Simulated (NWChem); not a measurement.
Everything below was run with NWChem. System: H2Ge, charge 0, spin multiplicity 1, at a geometry optimised with B3LYP/def2-SVP. The structure started from a generated list of species.

Input file:

```
start mol
memory heap 200 mb stack 900 mb global 1100 mb
geometry units angstroms nocenter noautoz noautosym
  Ge     0.000000     0.000000     0.066351
  H     -1.142489     0.000000    -1.061618
  H      1.142489     0.000000    -1.061618
end
basis spherical
  * library def2-svp
end
dft
  xc xpbe96 cpbe96
  semidirect memsize 60000000 filesize 0
  iterations 100
  convergence nolevelshifting
  cdft 1 1 charge 0.3 pop becke
end
task dft energy
```

The output up to the point where the run's verdict is printed (cleaned and shortened):

```
             Northwest Computational Chemistry Package (NWChem) 7.3.0
             --------------------------------------------------------

                                NWChem Input Module
                                -------------------

 Scaling coordinates for geometry "geometry" by  1.889725989
 (inverse scale =  0.529177249)

                             Geometry "geometry" -> ""
                             -------------------------

 Output coordinates in angstroms (scale by  1.889725989 to convert to a.u.)

  No.       Tag          Charge          X              Y              Z
 ---- ---------------- ---------- -------------- -------------- --------------
    1 Ge                  32.0000     0.00000000     0.00000000     0.06635100
    2 H                    1.0000    -1.14248900     0.00000000    -1.06161800
    3 H                    1.0000     1.14248900     0.00000000    -1.06161800

 Effective nuclear repulsion energy (a.u.)      21.3263105001

            Nuclear Dipole moment (a.u.)
            ----------------------------
        X                 Y               Z
 ---------------- ---------------- ----------------
     0.0000000000     0.0000000000    -0.0000075589


 Summary of "ao basis" -> "" (spherical)
 ------------------------------------------------------------------------------
       Tag                 Description            Shells   Functions and Types
 ---------------- ------------------------------  ------  ---------------------
 *                          def2-svp                  on all atoms

  pbe96 is a nonlocal functional; adding pw91lda local functional.

                                 NWChem DFT Module
                                 -----------------

 Summary of "ao basis" -> "ao basis" (spherical)
 ------------------------------------------------------------------------------
       Tag                 Description            Shells   Functions and Types
 ---------------- ------------------------------  ------  ---------------------
 Ge                         def2-svp                12       32   5s4p3d
 H                          def2-svp                 3        5   2s1p
[...]
 d= 0,ls=0.0,diis    74  -2077.1139732937 -2.07D-04  2.33D-04  1.40D-02     6.8
 CDFT multipliers:
      1       -0.6306614683
      iter =    5
 d= 0,ls=0.0,diis    75  -2077.1143234405 -3.50D-04  9.08D-05  1.23D-02     6.9
 CDFT multipliers:
      1       -0.6309368717
      iter =    5
 d= 0,ls=0.0,diis    76  -2077.1144390287 -1.16D-04  4.81D-02  1.17D-02     6.9
 CDFT multipliers:
      1       -0.6309106624
      iter =    5
 d= 0,ls=0.0,diis    77  -2077.1141885167  2.51D-04  8.90D-04  1.29D-02     7.0
 CDFT multipliers:
      1       -0.6292108847
      iter =    5
 d= 0,ls=0.0,diis    78  -2077.1124761295  1.71D-03  8.13D-04  2.16D-02     7.1
 CDFT multipliers:
      1       -0.6305836169
      iter =    5
 d= 0,ls=0.0,diis    79  -2077.1140394341 -1.56D-03  1.59D-05  1.37D-02     7.1
 CDFT multipliers:
      1       -0.6305438314
      iter =    5
 d= 0,ls=0.0,diis    80  -2077.1140298666  9.57D-06  4.50D-04  1.37D-02     7.2
 CDFT multipliers:
      1       -0.6306637686
      iter =    5
 d= 0,ls=0.0,diis    81  -2077.1146323337 -6.02D-04  4.52D-04  1.08D-02     7.3
 CDFT multipliers:
      1       -0.6311220182
      iter =    9
 d= 0,ls=0.0,diis    82  -2077.1152311361 -5.99D-04  4.81D-02  7.78D-03     7.4
 CDFT multipliers:
      1       -0.6299141727
      iter =    5
 d= 0,ls=0.0,diis    83  -2077.1132675032  1.96D-03  1.48D-04  1.76D-02     7.4
 CDFT multipliers:
      1       -0.6296344784
      iter =    5
 d= 0,ls=0.0,diis    84  -2077.1129781266  2.89D-04  6.88D-04  1.91D-02     7.5
 CDFT multipliers:
      1       -0.6305844905
      iter =    5
 d= 0,ls=0.0,diis    85  -2077.1141981381 -1.22D-03  9.70D-05  1.29D-02     7.6
 CDFT multipliers:
      1       -0.6307476733
      iter =    5
 d= 0,ls=0.0,diis    86  -2077.1143404662 -1.42D-04  2.36D-04  1.22D-02     7.7
 CDFT multipliers:
      1       -0.6311148710
      iter =    5
 d= 0,ls=0.0,diis    87  -2077.1146991220 -3.59D-04  4.80D-02  1.04D-02     7.7
 CDFT multipliers:
      1       -0.6311046480
      iter =    5
 d= 0,ls=0.0,diis    88  -2077.1148476949 -1.49D-04  3.17D-04  9.65D-03     7.8
 CDFT multipliers:
      1       -0.6312859986
      iter =    5
 d= 0,ls=0.0,diis    89  -2077.1147296206  1.18D-04  3.32D-04  1.02D-02     7.9
 CDFT multipliers:
      1       -0.6315249820
      iter =    5
 d= 0,ls=0.0,diis    90  -2077.1151255122 -3.96D-04  6.08D-04  8.24D-03     7.9
 CDFT multipliers:
      1       -0.6305141218
      iter =    5
 d= 0,ls=0.0,diis    91  -2077.1142179591  9.08D-04  6.39D-04  1.28D-02     8.0
 CDFT multipliers:
      1       -0.6314241171
      iter =    7
 d= 0,ls=0.0,diis    92  -2077.1151526846 -9.35D-04  2.72D-04  8.11D-03     8.1
 CDFT multipliers:
      1       -0.6313022083
      iter =    5
 d= 0,ls=0.0,diis    93  -2077.1148246580  3.28D-04  4.80D-02  9.73D-03     8.2
 CDFT multipliers:
      1       -0.6311210226
      iter =    5
 d= 0,ls=0.0,diis    94  -2077.1147060202  1.19D-04  6.43D-04  1.03D-02     8.2
 CDFT multipliers:
      1       -0.6301224447
      iter =    5
 d= 0,ls=0.0,diis    95  -2077.1136745838  1.03D-03  5.85D-04  1.55D-02     8.3
 CDFT multipliers:
      1       -0.6290071684
      iter =    5
 d= 0,ls=0.0,diis    96  -2077.1125082356  1.17D-03  6.50D-05  2.15D-02     8.4
 CDFT multipliers:
      1       -0.6288477030
      iter =    5
 d= 0,ls=0.0,diis    97  -2077.1123668308  1.41D-04  2.65D-04  2.22D-02     8.5
 CDFT multipliers:
      1       -0.6293380461
      iter =    5
 d= 0,ls=0.0,diis    98  -2077.1129153479 -5.49D-04  4.83D-02  1.94D-02     8.5
 CDFT multipliers:
      1       -0.6302506258
      iter =    5
 d= 0,ls=0.0,diis    99  -2077.1134799615 -5.65D-04  1.36D-04  1.65D-02     8.6
 CDFT multipliers:
      1       -0.6299907109
      iter =    5
 d= 0,ls=0.0,diis   100  -2077.1132284247  2.52D-04  2.01D-05  1.78D-02     8.7
  CDFT final multipliers
      1       -0.6299488139
```

Convergence was not reached. The next line reads: Calculation failed to converge. NWChem stopped with the message: dft energy failed.
